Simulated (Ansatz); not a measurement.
WS4, relaxed as a singlet with RKS PBE-D4/def2-SVP in Ansatz, starting from the GFN1-xTB geometry. Force threshold 0.02 eV/Å.

In the def2 sets W takes a core potential; there is no spin–orbit coupling. The restricted singlet is unstable towards broken spin symmetry in Hartree–Fock (as tested in another run); at PBE-D4/def2-SVP this wasn't settled. Another isomer (singlet) lies 1.92 eV lower at PBE0-D4/def2-TZVP; other spin states weren't run for this one.

Start:

Cartesian coordinates in Å:
```
W 0.151 0.167 -0.419
S -0.291 -1.985 0.363
S 0.361 -1.780 -1.562
S -0.417 1.210 1.586
S 0.195 2.387 0.032
```

Task: Estimate the energy that the relaxation releases and the steps that it takes.

Result: 3.3 kcal/mol, in 4 steps; 6 s on 4 threads of AMD EPYC 7R43 on a shared host. No frequencies were taken in this run, so the end may be a saddle point.

Task: Does the start keep its bonding and symmetry?

Result: By distances, no bond broke or formed. The bond that changes most is S2–S3, from 2.04 to 2.13 Å (atoms count from 1). Point group C2v at the start, C2v at the end, both within 0.05 Å.

Task: Predict the relaxed structure.

Result: 
Cartesian coordinates in Å:
```
W 0.159 0.174 -0.438
S -0.303 -1.928 0.415
S 0.369 -1.824 -1.599
S -0.424 1.133 1.587
S 0.199 2.445 0.035
```
Bond lengths: 4 × S–W 2.32 Å; 2 × S–S 2.13 Å.
